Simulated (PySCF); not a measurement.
Predicted microwave data (PBE0-D3(BJ)/def2-SVP geometry optimisation, gas phase (PySCF)) for one isomer of C14H12:

| Property | Result |
| --- | --- |
| Rotational constants | A = 2717, B = 263.0, C = 239.8 MHz |
| Dipole components | \|μa\| = 0.00 D, \|μb\| = 0.00 D, \|μc\| = 0.00 D |
| Inertial defect | -0.01 u·Å² |
| κ | -0.98 |

Question: Which structure is it? (One computed conformer of each.)
A. `[cH:1]1[cH:2][cH:3][c:4]2[c:5]([cH:6]1)[CH2:7][c:8]1[cH:9][cH:10][cH:11][cH:12][c:13]1[CH2:14]2` with C4–C5–C7–C8 38°, C5–C7–C8–C9 142°, C12–C13–C14–C4 -142°, C3–C4–C14–C13 142° (9,10-dihydroanthracene)
B. 9-methyl-9H-fluorene (`CC1c2ccccc2-c2ccccc21`)
C. `[CH:1](=[CH:2]\[c:3]1[cH:4][cH:5][cH:6][cH:7][cH:8]1)/[c:9]1[cH:10][cH:11][cH:12][cH:13][cH:14]1` with C1–C2–C3–C4 0°, C2–C1–C9–C10 179° (trans-stilbene)

Answer: C. It is C(=C\c1ccccc1)/c1ccccc1, a near-prolate asymmetric top, point group C2h. The candidates at the same level (rigid rotor, commonest isotopes):

```json
{"SMILES": "C(=C\\c1ccccc1)/c1ccccc1", "A (MHz)": "2717", "B (MHz)": "263.0", "C (MHz)": "239.8", "μa (D)": "0.00", "μb (D)": "0.00", "μc (D)": "0.00", "Δ (u·Å²)": "-0.01", "point group": "C2h", "rotor": "near-prolate asymmetric top"}
{"SMILES": "c1ccc2c(c1)Cc1ccccc1C2", "A (MHz)": "1815", "B (MHz)": "465.3", "C (MHz)": "395.7", "μa (D)": "0.00", "μb (D)": "0.00", "μc (D)": "0.39", "Δ (u·Å²)": "-87.28", "point group": "C2v", "rotor": "near-prolate asymmetric top"}
{"SMILES": "CC1c2ccccc2-c2ccccc21", "A (MHz)": "1395", "B (MHz)": "576.3", "C (MHz)": "418.7", "μa (D)": "0.00", "μb (D)": "0.58", "μc (D)": "0.03", "Δ (u·Å²)": "-32.34", "point group": "Cs", "rotor": "asymmetric top"}
```

`CC1c2ccccc2-c2ccccc21` has B 119 % too high; `c1ccc2c(c1)Cc1ccccc1C2` has B 77 % too high. No structure here is proved a minimum.
